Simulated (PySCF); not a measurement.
H₉Si₄, SMILES [SiH2][SiH2][SiH2][SiH3], multiplicity 2. Atoms are numbered in the order given.

```xyz
13

Si     0.1586     2.9843     0.0000
Si    -0.8332     0.8894     0.0000
Si     0.8156    -0.7664     0.0000
Si    -0.1885    -2.8743     0.0000
H      0.9877     3.2249     1.2204
H      0.9877     3.2249    -1.2204
H     -1.6898     0.7365     1.2142
H     -1.6898     0.7365    -1.2142
H      1.6722    -0.5995    -1.2131
H      1.6722    -0.5995     1.2131
H      0.8235    -3.9715     0.0000
H     -1.0490    -3.0077     1.2128
H     -1.0490    -3.0077    -1.2128
```
Charge 0, spin multiplicity 2.

Geometry: ωB97X-D3(BJ)/def2-SVP. The isomer is the one that the SMILES or the coordinates give; other isomers of the formula were not compared. Other conformers were not sampled.

The numbers are results of SMD-PBE0/def2-SVP run with PySCF, not measurements.

Solvation free energies are E(SMD) − E(gas) at the gas-phase geometry, for 1 M in both phases. In vacuum the dipole moment is 0.14 D.

**Question.** Estimate the solvation free energies in water, benzene, diethylether. (Estimate from the structure and the level; the computed values follow.)

**Answer.** 
| solvent | ΔG(solv) (kcal/mol) | its non-electrostatic (CDS) part | dipole (D) |
|---|---|---|---|
| water | 4.4 | 4.9 | 0.24 |
| benzene | -1.1 | -0.9 | 0.18 |
| diethylether | -1.3 | -1.0 | 0.21 |
